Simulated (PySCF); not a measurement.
A side-by-side comparison of computed properties.

First species: C8H10F2.
Numbering: `[CH3:1][C:2]#[C:3][C@@H:4]([F:5])/[CH:6]=[CH:7]/[C@@H:8]([CH3:9])[F:10]` (hydrogens: H11, H12, H13 on C1; H14 on C4; H15 on C6; H16 on C7; H17 on C8; H18, H19, H20 on C9)

Second species: C5H6F4Si.
Z-matrix (Å and degrees, GFN2-xTB geometry), rows numbered from 1:
```
F 
C   1  1.3876
C   2  1.4964  1  110.14
C   3  1.3259  2  117.28  1  -131.53
C   4  1.4981  3  123.05  2  -178.72
F   5  1.3463  4  111.98  3  -120.21
F   5  1.3480  4  111.91  3   121.10
F   5  1.3395  4  113.71  3     0.59
C   4  1.5001  3  120.29  2     1.33
Si  9  1.9124  4  103.96  3     7.60
H   2  1.0971  1  104.83  3   117.86
H   3  1.0792  2  119.07  1    47.75
H   9  1.0910  4  109.73  3   130.33
H   9  1.0916  4  109.66  3  -113.36
H  10  1.4617  2  111.57  1  -113.07
H  10  1.4587  2  110.04  1    15.12
```

Levels: PBE0/pcSseg-1 for HOMO energy, LUMO energy and HOMO–LUMO gap. Geometries: GFN2-xTB. All species are isolated and taken at one optimised geometry, non-relativistic unless stated. Electronic properties by PySCF.

Dipoles, sizes and rotational constants follow the conformer. The torsions of the flexible species, by atom-mapped SMILES:
- `[CH3:1][C:2]#[C:3][C@@H:4]([F:5])/[CH:6]=[CH:7]/[C@@H:8]([CH3:9])[F:10]`: C3–C4–C6–C7 -118°, C6–C7–C8–C9 -116°

The conformers of `F[C@@H]1C=C(C(F)(F)F)C[SiH2]1` aren't listed.

```
     property  column X  column Y
  HOMO energy  -8.12 eV  -7.45 eV
  LUMO energy  -0.86 eV   0.10 eV
HOMO–LUMO gap   7.26 eV   7.55 eV
```

**Question.** Which column belongs to which species?

**Answer.** Column X is the second species and column Y the first. The first has 20 atoms and 76 electrons, the second 16 and 86.

**Question.** How does each property change from the first species to the second?

**Answer.** HOMO energy -0.67 eV; LUMO energy -0.96 eV; HOMO–LUMO gap -0.29 eV.

On the first:  GFN2-xTB frequencies show an imaginary mode (22i cm⁻¹), so this geometry is no minimum at that level.

